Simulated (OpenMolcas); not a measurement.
N I: from CASSCF to CASPT2

```
Program             : OpenMolcas 26.06
Basis               : ANO-L-VDZP [3s2p1d]
Scalar Hamiltonian  : non-relativistic, point nucleus
Active space        : 3 electrons in 3 orbitals (2p)
State averaging     : 2S+1 = 4 odd, 1 root; 2S+1 = 2 odd, 8 roots
Spin-orbit coupling : RASSI with atomic mean-field integrals over the reference wave functions, term energies averaged over their components
```

Methods on the same reference wave functions:
A. CASSCF
B. SS-CASPT2, IPEA 0.25 Eh, imaginary shift 0.1 Eh (closed shells correlated: 1s 2s)

Energies in cm-1 above 2s2 2p3 4S* 3/2, the measured ground level; measured values from NIST Handbook of Basic Atomic Spectroscopic Data.

| Level | A | B | Measured |
| --- | --- | --- | --- |
| 2s2 2p3 4S* 3/2 | 0.0 | 0.0 | 0.0 |
| 2s2 2p3 2D* 3/2 | 22941 | 21230 | 19233 |
| 2s2 2p3 2D* 5/2 | 22942 | 21230 | 19224 |
| 2s2 2p3 2P* 1/2 | 37866 | 33050 | 28839 |
| 2s2 2p3 2P* 3/2 | 37867 | 33050 | 28839 |

Deviations, from unrounded energies. A percentage is the sum of absolute deviations over the sum of measured energies, with the sign that they share, or ± where signs differ.

| Against measurement | Levels | A | B |
| --- | --- | --- | --- |
| mean absolute deviation (cm-1) | 4 | 6400 | 3100 |
| other terms of the ground configuration (%) | 4 | +26.5 | +12.9 |

B lies closest to measurement on these levels. The largest miss of B in the table is 2s2 2p3 2P* 3/2, by +4200 cm-1. The ranking rests on the paired levels alone, and a cruder setting can come out closer through cancelling errors.

From A to B the spin-free energies of the other terms of 2s2 2p3 shown, above 4S*, scale by factors of 0.87 to 0.93.

The lowest spin-free term lies below A's lowest term by 0.076 hartree in B.

CASPT2 does not keep the components of a term degenerate, so their means are used; among the terms shown or strongly mixed into the levels shown the widest spread is 170 cm-1 (2s2 2p3 2D*, B). With the s shell closed, the reference lacks s² → p² mixing. Without dynamic correlation excited terms often stand tens of per cent too high (terms of higher spin than the ground term too low), and those without a measured partner can miss by more than the paired ones (holds for A). Computed and measured levels are paired by configuration, term and J; levels that our copy of the source lacks, or whose pairing is in doubt (as where it misses far off the trend of its configuration), stay unpaired and out of the deviations. Levels of configurations outside the active space are missing.

* marks odd parity.
